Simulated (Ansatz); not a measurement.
Se(Cl)(SMe) (CH3ClSSe), SMILES S(C)[Se]Cl.

Coordinates come from a B3LYP-D3(BJ)/def2-SVP optimisation. This is a generated structure with no PubChem entry under its InChIKey; it may be hypothetical. The values are those of a single conformer.

Two levels are set side by side: PBE/def2-SVPD (Ansatz, a quantum-chemistry and plane-wave program) and CAM-B3LYP/def2-SVPD (Ansatz). Energy differences of separate SCF runs at the same geometry; the states with an electron removed or added have multiplicity 2 and 2. Differences are taken from unrounded values.

| quantity | CAM-B3LYP |
|---|---|
| vertical ionisation energy (eV) | 9.23 |
| vertical electron affinity (eV) | 0.91 |
| vertical singlet–triplet gap (eV) | 2.27 |

**Question.** What does PBE give, and how far is it from CAM-B3LYP? (The exact figures need the calculation; the answer reports its results.)

**Answer.** 
```
quantity                            PBE  PBE minus CAM-B3LYP
---------------------------------  ----  -------------------
vertical ionisation energy (eV)    8.80                -0.43
vertical electron affinity (eV)    0.82                -0.09
vertical singlet–triplet gap (eV)  2.15                -0.12
```
